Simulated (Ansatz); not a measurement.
Born–Oppenheimer molecular dynamics of H₄NPSSi (8 atoms, charge 0, multiplicity 1). It starts at the highest image of a converged band. Of that band: The profile has 3 maxima (images 1, 3, 5) with wells between them (images 2, 4): this band takes more than one step, which may be the mechanism or a detour left from its start path. Neighbouring images differ by up to 2.1 eV, so the band resolves the path poorly. A vibrational analysis at the climbing image gives one clearly imaginary mode, 1141i cm⁻¹: a first-order saddle point.

Level of theory: Ansatz 0.2.0, UKS PBE0/def2-SVP.

```json
{
 "ensemble": "NVE (velocity Verlet)",
 "time step": "0.5 fs",
 "steps asked": "200",
 "starting velocities drawn for": "100 K",
 "seed": "6996"
}
```

First frame:

```xyz
8
Properties=species:S:1:pos:R:3
S -1.422 1.345 -1.310
P 0.471 0.702 -0.576
N 0.104 0.075 0.978
Si 0.202 -1.522 -0.455
H -1.232 2.638 -0.959
H 0.947 0.004 1.559
H 1.620 -1.958 -0.166
H -0.599 -1.340 0.873
```

Task: What does the run give?

Result: The run went to its last step.

```json
{"steps done": "200", "time covered": "100 fs", "mean temperature over the second half": "1194 K", "spread of the potential energy over the second half": "39.7 meV per atom", "mean potential energy of the second half above the start": "-106.3 meV per atom"}
```

The conserved energy stayed within 1.6 meV per atom of its start (net change 0.26 meV per atom), so the integration is sound. The system heated up, since it started high on the potential surface and ran downhill. A run of 0.1 ps of so small a system gives no equilibrium averages. The orbitals stay closed-shell, which can raise the energy where a bond breaks towards radicals; this wasn't checked here.

Task: What happens to the structure?

Result: The step under study would form N3–H8 and break Si4–H8. These pairs go: N3–H8 1.58 → 0.91 Å, Si4–H8 1.56 → 2.69 Å. In the last frame they stand as after the step (other bonds may differ from the relaxed reactants and products). It ends as one piece, H4NPSSi. Pairs count as bonded within 1.25 times the sum of covalent radii (0.12 Å more for H–H). This is one draw of velocities; another would differ in detail.

Task: How do temperature and energy run in time?

Result: 
```json
{"time (fs)": "0.0", "T (K)": "100", "potential energy less start (eV)": "0.000", "conserved less start (meV/atom)": "0.00"}
{"time (fs)": "3.0", "T (K)": "51", "potential energy less start (eV)": "0.038", "conserved less start (meV/atom)": "0.05"}
{"time (fs)": "6.0", "T (K)": "47", "potential energy less start (eV)": "0.042", "conserved less start (meV/atom)": "0.04"}
{"time (fs)": "9.0", "T (K)": "69", "potential energy less start (eV)": "0.024", "conserved less start (meV/atom)": "0.01"}
{"time (fs)": "12.0", "T (K)": "27", "potential energy less start (eV)": "0.057", "conserved less start (meV/atom)": "0.06"}
{"time (fs)": "15.0", "T (K)": "85", "potential energy less start (eV)": "0.012", "conserved less start (meV/atom)": "0.01"}
{"time (fs)": "18.0", "T (K)": "95", "potential energy less start (eV)": "0.004", "conserved less start (meV/atom)": "0.04"}
{"time (fs)": "21.0", "T (K)": "179", "potential energy less start (eV)": "-0.060", "conserved less start (meV/atom)": "0.11"}
{"time (fs)": "24.0", "T (K)": "683", "potential energy less start (eV)": "-0.452", "conserved less start (meV/atom)": "0.04"}
{"time (fs)": "27.0", "T (K)": "724", "potential energy less start (eV)": "-0.481", "conserved less start (meV/atom)": "0.31"}
{"time (fs)": "30.0", "T (K)": "1408", "potential energy less start (eV)": "-1.021", "conserved less start (meV/atom)": "-0.76"}
{"time (fs)": "33.0", "T (K)": "846", "potential energy less start (eV)": "-0.576", "conserved less start (meV/atom)": "0.26"}
{"time (fs)": "36.0", "T (K)": "1921", "potential energy less start (eV)": "-1.420", "conserved less start (meV/atom)": "-0.99"}
{"time (fs)": "39.0", "T (K)": "2031", "potential energy less start (eV)": "-1.505", "conserved less start (meV/atom)": "-0.92"}
{"time (fs)": "42.0", "T (K)": "1006", "potential energy less start (eV)": "-0.702", "conserved less start (meV/atom)": "0.14"}
{"time (fs)": "45.0", "T (K)": "1007", "potential energy less start (eV)": "-0.704", "conserved less start (meV/atom)": "-0.13"}
{"time (fs)": "48.0", "T (K)": "434", "potential energy less start (eV)": "-0.251", "conserved less start (meV/atom)": "0.98"}
{"time (fs)": "51.0", "T (K)": "812", "potential energy less start (eV)": "-0.556", "conserved less start (meV/atom)": "-0.50"}
{"time (fs)": "54.0", "T (K)": "391", "potential energy less start (eV)": "-0.223", "conserved less start (meV/atom)": "0.33"}
{"time (fs)": "57.0", "T (K)": "1468", "potential energy less start (eV)": "-1.071", "conserved less start (meV/atom)": "-1.25"}
{"time (fs)": "60.0", "T (K)": "1944", "potential energy less start (eV)": "-1.441", "conserved less start (meV/atom)": "-1.45"}
{"time (fs)": "63.0", "T (K)": "1128", "potential energy less start (eV)": "-0.796", "conserved less start (meV/atom)": "0.20"}
{"time (fs)": "66.0", "T (K)": "1666", "potential energy less start (eV)": "-1.218", "conserved less start (meV/atom)": "-0.48"}
{"time (fs)": "69.0", "T (K)": "1024", "potential energy less start (eV)": "-0.706", "conserved less start (meV/atom)": "1.29"}
{"time (fs)": "72.0", "T (K)": "1138", "potential energy less start (eV)": "-0.807", "conserved less start (meV/atom)": "-0.23"}
{"time (fs)": "75.0", "T (K)": "672", "potential energy less start (eV)": "-0.443", "conserved less start (meV/atom)": "0.12"}
{"time (fs)": "78.0", "T (K)": "865", "potential energy less start (eV)": "-0.600", "conserved less start (meV/atom)": "-0.88"}
{"time (fs)": "81.0", "T (K)": "1334", "potential energy less start (eV)": "-0.967", "conserved less start (meV/atom)": "-1.27"}
{"time (fs)": "84.0", "T (K)": "942", "potential energy less start (eV)": "-0.651", "conserved less start (meV/atom)": "0.21"}
{"time (fs)": "87.0", "T (K)": "1879", "potential energy less start (eV)": "-1.387", "conserved less start (meV/atom)": "-0.87"}
{"time (fs)": "90.0", "T (K)": "1107", "potential energy less start (eV)": "-0.777", "conserved less start (meV/atom)": "0.48"}
{"time (fs)": "93.0", "T (K)": "1069", "potential energy less start (eV)": "-0.752", "conserved less start (meV/atom)": "0.01"}
{"time (fs)": "96.0", "T (K)": "1490", "potential energy less start (eV)": "-1.079", "conserved less start (meV/atom)": "-0.17"}
{"time (fs)": "99.0", "T (K)": "1286", "potential energy less start (eV)": "-0.918", "conserved less start (meV/atom)": "0.24"}
```

The run took 11 min on 2 threads of Arm Neoverse V1, with other jobs on the host, peak memory 0.25 GiB.
